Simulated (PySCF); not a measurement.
Unrelated species, one level of theory. Method used: TDDFT B3LYP/def2-SVPD, vertical, gas phase, core orbitals frozen in the response (PySCF). Geometries: PBE0-D3(BJ)/def2-SVP; one conformer of each isolated species. Triplets are in the Tamm–Dancoff approximation.

Question: Rank by computed HOMO energy, highest first.
A. `CCCS(=O)(=O)Cl`
B. `C=C=Cc1ccccn1`
C. `Cc1cccc(C#N)c1`
D. `N#CC1=C[C@@H]2C=C[C@H]1C2`

Answer: B (-6.61 eV), D (-6.95 eV), C (-7.42 eV), A (-8.88 eV).

```json
{"SMILES": "C=C=Cc1ccccn1", "HOMO (eV)": "-6.61", "S1 (eV)": "4.53", "gap (eV)": "5.17", "LUMO (eV)": "-1.44", "T1 (eV)": "3.33", "S1 mainly": "H-1→L (99%)"}
{"SMILES": "N#CC1=C[C@@H]2C=C[C@H]1C2", "HOMO (eV)": "-6.95", "S1 (eV)": "4.34", "gap (eV)": "5.08", "LUMO (eV)": "-1.87", "T1 (eV)": "–", "S1 mainly": "H→L (88%)"}
{"SMILES": "Cc1cccc(C#N)c1", "HOMO (eV)": "-7.42", "S1 (eV)": "4.94", "gap (eV)": "5.64", "LUMO (eV)": "-1.78", "T1 (eV)": "3.71", "S1 mainly": "H-1→L (38%)"}
{"SMILES": "CCCS(=O)(=O)Cl", "HOMO (eV)": "-8.88", "S1 (eV)": "5.30", "gap (eV)": "6.57", "LUMO (eV)": "-2.31", "T1 (eV)": "–", "S1 mainly": "H→L (96%)"}
```

H and L stand for HOMO and LUMO; a dash means that no computed state gives the value.

- `C=C=Cc1ccccn1`: Löwdin shares by element: HOMO carbon 61% or more (atoms not listed hold the other 39%); LUMO carbon 46% or more, nitrogen 11% (atoms not listed hold the other 43%).
- `N#CC1=C[C@@H]2C=C[C@H]1C2`: Löwdin shares by element: HOMO carbon 75% or more (atoms not listed hold the other 25%); LUMO carbon 55% or more, nitrogen 12% (atoms not listed hold the other 33%).
- `Cc1cccc(C#N)c1`: Löwdin shares by element: HOMO carbon 66% or more (atoms not listed hold the other 34%); LUMO carbon 45% or more, nitrogen 12% (atoms not listed hold the other 43%).
- `CCCS(=O)(=O)Cl`: Löwdin shares by element: HOMO chlorine 51%, oxygen 43%; LUMO chlorine 41%, sulfur 28%, oxygen 22%.
